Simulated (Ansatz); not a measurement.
Cost and result for the atomization energy of `CO[Si](O)[SiH3]` radical (12 atoms, 11 bonds).

```csv
atom,x (Å),y (Å),z (Å)
C1,0.942,0.882,-1.614
O2,0.727,-0.397,-1.061
Si3,0.582,-0.706,0.554
O4,0.440,-2.340,0.682
Si5,-1.351,0.261,1.516
H6,0.043,1.503,-1.536
H7,1.769,1.403,-1.121
H8,1.187,0.760,-2.670
H9,0.897,-2.867,0.022
H10,-1.254,1.735,1.322
H11,-2.637,-0.213,0.930
H12,-1.344,-0.021,2.975
```

Total charge 0; spin multiplicity 2. The structure was optimised at the PBE0-D4/def2-TZVP level. It is one conformer, not always the lowest. Program: Ansatz. All runs use 2 threads of an AMD EPYC 7R13 on a shared host and a share of an NVIDIA H100 80 GB. Times are those of one run each, without the atoms' runs, and a repeat can differ threefold. Electronic energies, without spin–orbit coupling; frozen cores. CCSD(T)/CBS adds CCSD(T) − MP2 in def2-TZVPP to the MP2 limit, and its time is that of the two runs behind it. T1 = 0.015; ⟨S²⟩ of the reference is 0.76. B3LYP takes the VWN-RPA correlation (the form of Gaussian; ORCA's B3LYP/G).

CCSD(T)/CBS is a level of theory with its own doubt, some kJ/mol a heavy atom from the limit and from the frozen cores, so smaller differences don't rank the functionals.

| level | functions | wall time |
| --- | --- | --- |
| PBE0-D4/def2-TZVPP | 275 | 2.6 s |
| PBE-D4/def2-TZVPP (with forces) | 275 | 3.1 s |
| r2SCAN-D4/def2-TZVPP (with forces) | 275 | 3.2 s |
| B2PLYP/def2-TZVPP | 275 | 3.9 s |
| MP2/def2-QZVPP | 521 | 4.1 s |
| B3LYP-D4/def2-TZVPP (with forces) | 275 | 4.8 s |
| ωB97X-V/def2-TZVPP | 275 | 6 s |
| ωB97M-V/def2-TZVPP (with forces) | 275 | 6 s |
| CCSD(T)/def2-TZVPP | 275 | 17 s |
| CCSD(T)/CBS(def2) | – | 21 s |

Q: What atomization energy does each give, and how far from CCSD(T)/CBS? (Estimate.)

A: The calculation gave: 
```json
{"level": "PBE0-D4/def2-TZVPP", "atomization (kJ/mol)": "4160.5", "difference from CCSD(T)/CBS": "-35.1", "per bond": "-3.2"}
{"level": "PBE-D4/def2-TZVPP (with forces)", "atomization (kJ/mol)": "4233.9", "difference from CCSD(T)/CBS": "38.3", "per bond": "3.5"}
{"level": "r2SCAN-D4/def2-TZVPP (with forces)", "atomization (kJ/mol)": "4204.6", "difference from CCSD(T)/CBS": "9.0", "per bond": "0.8"}
{"level": "B2PLYP/def2-TZVPP", "atomization (kJ/mol)": "4135.1", "difference from CCSD(T)/CBS": "-60.5", "per bond": "-5.5"}
{"level": "MP2/def2-QZVPP", "atomization (kJ/mol)": "4200.2", "difference from CCSD(T)/CBS": "4.6", "per bond": "0.4"}
{"level": "B3LYP-D4/def2-TZVPP (with forces)", "atomization (kJ/mol)": "4186.2", "difference from CCSD(T)/CBS": "-9.4", "per bond": "-0.9"}
{"level": "ωB97X-V/def2-TZVPP", "atomization (kJ/mol)": "4206.1", "difference from CCSD(T)/CBS": "10.5", "per bond": "1.0"}
{"level": "ωB97M-V/def2-TZVPP (with forces)", "atomization (kJ/mol)": "4189.1", "difference from CCSD(T)/CBS": "-6.5", "per bond": "-0.6"}
{"level": "CCSD(T)/def2-TZVPP", "atomization (kJ/mol)": "4074.8", "difference from CCSD(T)/CBS": "-120.8", "per bond": "-11.0"}
{"level": "CCSD(T)/CBS(def2)", "atomization (kJ/mol)": "4195.6", "difference from CCSD(T)/CBS": "0.0", "per bond": "0.0"}
```

The D4 term adds +41.8 kJ/mol with B3LYP and +22.1 kJ/mol with PBE0; it sums over pairs of atoms, weighted by their polarisabilities, and B3LYP, whose exchange is more repulsive, gets the larger term. From PBE to PBE0 (25 % exact exchange), in def2-TZVPP and without D4, the atomization energy moves by −69.6 kJ/mol: exact exchange takes away binding that semilocal exchange gives to molecules. In def2-TZVPP, CCSD(T) changes the Hartree–Fock value by +1031.9 kJ/mol (the triples alone add +55.9 kJ/mol) and MP2 by +1084.3 kJ/mol; breaking electron pairs costs correlation energy, which Hartree–Fock lacks.
